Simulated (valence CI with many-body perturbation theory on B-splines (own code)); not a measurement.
## Ar¹³⁺: electric-dipole lines

Method: relativistic CI+MBPT: three valence electrons over a frozen Dirac-Fock core [He], radial functions for each j: 11 s, 11 p, 10 d, 8 f, 5 g, 2 h, with the one-electron correlation potential Σ1 (screened to all orders), the two-electron term Σ2, the three-electron term Σ3, Breit, model QED; selected single and double excitations, second order for the rest, scaled by the run's own slope (own B-spline code, finite nucleus).

No measured spectrum was set against this ion. As an estimate, levels of excited configurations hold to 0.05 to 0.15 % of their energy, terms of the ground configuration to about 0.5 %.

Lines 1 to 50 of 542 in falling wavelength, among levels below 5146.8 × 10³ cm⁻¹, chosen from the strongest by gf and those to the six lowest levels. Wavelengths and rates use the calculated energies, so an error of 400 cm⁻¹ moves a line at 456.7 nm by 1.8 % and its rate by three times that or more. Electric multipoles are in the length gauge, E1 and E2 with the static RPA response of the core. Weak lines are less certain than strong ones. Lines between different terms over intervals too small for the method are left out, as are lines whose strength nearly cancels. Where a level lies close to another of its J and parity, the split of strength between their lines is uncertain. The highest levels of a list are the least certain.

Names give the largest LS component (configuration and term), which can be under half, so a name can repeat, a term be missing and a line seem to break the LS rules; names also repeat where a configuration has a term twice. Letters in brackets count levels of one name in rising energy.

```tsv
λ vac (nm)	Upper	Lower	A (s⁻¹)	S (a.u.) with core polarisation	S without
456.7	2s2p4f ⁴G_9/2	2s2p4d ⁴D°_7/2	8.21e+06	3.86e+00	3.86e+00
453.0	2s²4f ²F°_7/2	2s²4d ²D_5/2	1.21e+07	4.44e+00	4.44e+00
444.6	2s²4f ²F°_5/2	2s²4d ²D_3/2	1.19e+07	3.10e+00	3.10e+00
406.7	2s2p4f ⁴F_9/2	2s2p4d ⁴F°_7/2	1.43e+07	4.74e+00	4.74e+00
406.4	2s2p4f ⁴F_7/2 [a]	2s2p4d ⁴F°_5/2	1.04e+07	2.74e+00	2.74e+00
364.1	2s2p4f ⁴G_5/2 [a]	2s2p4d ⁴F°_3/2	1.82e+07	2.60e+00	2.60e+00
330.6	2s2p4f ⁴G_11/2	2s2p4d ⁴F°_9/2	3.16e+07	6.77e+00	6.77e+00
303.8	2s2p4d ²P°_3/2	2s2p4p ²S_1/2 [a]	2.94e+07	1.63e+00	1.63e+00
302.0	2s2p4d ⁴D°_7/2	2s2p4p ⁴P_5/2	3.97e+07	4.31e+00	4.31e+00
294.9	2s2p4d ⁴F°_9/2	2s2p4p ⁴D_7/2	6.60e+07	8.35e+00	8.35e+00
286.7	2s2p4d ⁴F°_7/2	2s2p4p ⁴D_5/2	7.00e+07	6.51e+00	6.51e+00
278.2	2s2p4d ⁴F°_5/2	2s2p4p ⁴D_3/2	6.85e+07	4.36e+00	4.36e+00
278.0	2s2p4d ⁴D°_5/2	2s2p4p ⁴P_5/2	3.84e+07	2.44e+00	2.44e+00
267.7	2s2p4p ²D_3/2 [b]	2s2p4s ²P°_3/2 [a]	3.57e+07	1.35e+00	1.35e+00
267.6	2s2p4d ⁴D°_5/2	2s2p4p ⁴P_3/2	2.11e+07	1.20e+00	1.20e+00
267.6	2s2p4d ⁴F°_3/2	2s2p4p ⁴D_1/2	6.55e+07	2.48e+00	2.48e+00
260.3	2s²4d ²D_5/2	2s²4p ²P°_3/2	9.51e+07	4.97e+00	4.97e+00
257.6	2s2p4d ²P°_1/2	2s2p4p ²S_1/2 [a]	7.30e+07	1.23e+00	1.23e+00
257.2	2s2p4d ⁴P°_3/2	2s2p4p ⁴P_3/2	3.70e+07	1.24e+00	1.24e+00
255.2	2s2p4d ⁴P°_5/2	2s2p4p ²P_3/2 [a]	7.57e+07	3.73e+00	3.73e+00
251.3	2s2p4p ⁴D_3/2	2s2p4s ⁴P°_3/2	3.79e+07	1.19e+00	1.19e+00
248.6	2s2p4d ⁴D°_7/2	2s2p4p ⁴D_7/2	3.64e+07	2.21e+00	2.21e+00
248.4	2s²4d ²D_3/2	2s²4p ²P°_1/2	9.11e+07	2.76e+00	2.75e+00
247.3	2s2p4d ²D°_5/2	2s2p4p ²D_3/2 [a]	8.68e+07	3.89e+00	3.89e+00
239.7	2s2p4p ⁴D_1/2	2s2p4s ⁴P°_1/2	9.80e+07	1.33e+00	1.33e+00
236.4	2s2p4p ²D_3/2 [a]	2s2p4s ²P°_1/2 [a]	6.94e+07	1.81e+00	1.81e+00
229.9	2s2p4p ²D_3/2 [c]	2s2p4s ²P°_3/2 [b]	4.54e+07	1.09e+00	1.09e+00
227.5	2s2p4p ²D_3/2 [c]	2s2p4s ²P°_1/2 [b]	8.60e+07	2.00e+00	2.00e+00
226.4	2s2p4d ²F°_5/2	2s2p4p ²D_3/2 [b]	7.57e+07	2.60e+00	2.60e+00
225.4	2s2p4d ²F°_7/2	2s2p4p ²D_5/2 [a]	1.48e+08	6.68e+00	6.68e+00
223.4	2s2p4p ²S_1/2 [b]	2s2p4s ²P°_3/2 [b]	1.31e+08	1.44e+00	1.44e+00
223.3	2s2p4p ⁴D_7/2	2s2p4s ⁴P°_5/2	1.44e+08	6.31e+00	6.31e+00
222.7	2s2p4d ²D°_3/2	2s2p4p ²P_1/2 [a]	8.48e+07	1.85e+00	1.85e+00
222.4	2s2p4p ²D_5/2 [b]	2s2p4s ²P°_3/2 [b]	1.41e+08	4.61e+00	4.61e+00
219.5	2s2p4p ²P_3/2 [a]	2s2p4s ⁴P°_3/2	5.19e+07	1.08e+00	1.08e+00
218.7	2s²4p ²P°_1/2	2s²4s ²S_1/2	1.53e+08	1.58e+00	1.58e+00
217.2	2s2p4d ²F°_5/2	2s2p4p ⁴P_3/2	4.47e+07	1.36e+00	1.36e+00
214.9	2s2p4p ⁴D_3/2	2s2p4s ⁴P°_1/2	9.73e+07	1.91e+00	1.91e+00
214.2	2s2p4p ⁴D_5/2	2s2p4s ⁴P°_3/2	1.55e+08	4.52e+00	4.52e+00
213.9	2s2p4p ²D_5/2 [a]	2s2p4s ²P°_3/2 [a]	1.61e+08	4.67e+00	4.67e+00
210.5	2s2p4p ²P_1/2 [b]	2s2p4s ²P°_1/2 [b]	1.62e+08	1.49e+00	1.49e+00
208.4	2s2p4p ²P_3/2 [b]	2s2p4s ²P°_3/2 [b]	1.18e+08	2.11e+00	2.11e+00
207.1	2s²4p ²P°_3/2	2s²4s ²S_1/2	1.80e+08	3.16e+00	3.16e+00
206.4	2s2p4p ²P_3/2 [b]	2s2p4s ²P°_1/2 [b]	6.36e+07	1.10e+00	1.10e+00
198.0	2s2p4p ⁴P_3/2	2s2p4s ⁴P°_5/2	1.20e+08	1.83e+00	1.83e+00
192.7	2s2p4p ⁴P_5/2	2s2p4s ⁴P°_5/2	2.14e+08	4.54e+00	4.54e+00
191.2	2s2p4p ²P_3/2 [a]	2s2p4s ⁴P°_1/2	7.63e+07	1.05e+00	1.05e+00
191.0	2s2p4p ²D_3/2 [b]	2s2p4s ⁴P°_5/2	9.29e+07	1.28e+00	1.28e+00
187.7	2s2p4p ⁴P_1/2	2s2p4s ⁴P°_3/2	2.33e+08	1.52e+00	1.52e+00
179.0	2s2p4p ²S_1/2 [a]	2s2p4s ²P°_3/2 [a]	2.55e+08	1.44e+00	1.44e+00
```
